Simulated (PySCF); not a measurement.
PySCF input (BP86/def2-SVP):

```python
from pyscf import gto, dft

mol = gto.M(
    atom='''
    Si   -0.24675166   -0.31480560    0.45207189
    H    -0.98134586   -1.21116338   -0.55911929
    F     0.49287435    0.62427130   -0.64109857
    ''',
    basis='def2-svp',
    charge=0,
    spin=0,
    verbose=4,
)

mf = dft.RKS(mol, xc='bp86')
mf.grids.level = 3
mf.conv_tol = 1e-9
mf.max_cycle = 100
mf.max_memory = 1500
mf.kernel()
if not mf.converged:
    mf = mf.newton()
    mf.kernel(mf.make_rdm1())
mf.dip_moment()
```

From the last part of the output:

```
grids dens level: 3
symmetrized grids: False
atomic radii adjust function: <function treutler_atomic_radii_adjust>
small_rho_cutoff = 0
Set gradient conv threshold to 3.16228e-05
Initial guess from minao.
tot grids = 43256
init E= -389.757404900965
  HOMO = -0.234537743600059  LUMO = -0.127576822314357  gap/eV = 2.91055
cycle= 1 E= -389.709105752328  delta_E= 0.0483  |g|= 0.602  |ddm|= 1.62
  HOMO = -0.16453567805752  LUMO = -0.107232384152561  gap/eV = 1.55930
cycle= 2 E= -389.022576071869  delta_E= 0.687  |g|= 1.99  |ddm|= 1.64
  HOMO = -0.207912984570478  LUMO = -0.127688296332968  gap/eV = 2.18302
cycle= 3 E= -389.774269278076  delta_E= -0.752  |g|= 0.0607  |ddm|= 1.32
  HOMO = -0.215353195488672  LUMO = -0.127237187515159  gap/eV = 2.39776
cycle= 4 E= -389.775348196419  delta_E= -0.00108  |g|= 0.0475  |ddm|= 0.224
  HOMO = -0.215364357367676  LUMO = -0.129167362535997  gap/eV = 2.34554
cycle= 5 E= -389.776243016866  delta_E= -0.000895  |g|= 0.00968  |ddm|= 0.104
  HOMO = -0.214383873481161  LUMO = -0.128451153724412  gap/eV = 2.33835
cycle= 6 E= -389.776267342483  delta_E= -2.43e-05  |g|= 0.00123  |ddm|= 0.014
  HOMO = -0.214515307080048  LUMO = -0.128544802261391  gap/eV = 2.33938
cycle= 7 E= -389.776267634061  delta_E= -2.92e-07  |g|= 0.000197  |ddm|= 0.00138
  HOMO = -0.214516891036364  LUMO = -0.128535622816711  gap/eV = 2.33967
cycle= 8 E= -389.776267647956  delta_E= -1.39e-08  |g|= 2.21e-05  |ddm|= 0.000292
  HOMO = -0.214517656063928  LUMO = -0.128537150953553  gap/eV = 2.33965
cycle= 9 E= -389.776267648103  delta_E= -1.48e-10  |g|= 2.45e-06  |ddm|= 4.01e-05
  HOMO = -0.214517175138663  LUMO = -0.128536726717136  gap/eV = 2.33965
Extra cycle  E= -389.7762676481  delta_E= 2.9e-12  |g|= 4.9e-06  |ddm|= 6.68e-06
converged SCF energy = -389.7762676481
Dipole moment(X, Y, Z, Debye): -0.40458, -0.51014,  0.39341
```

The geometry given is a B3LYP-D3(BJ)/def2-TZVP minimum.
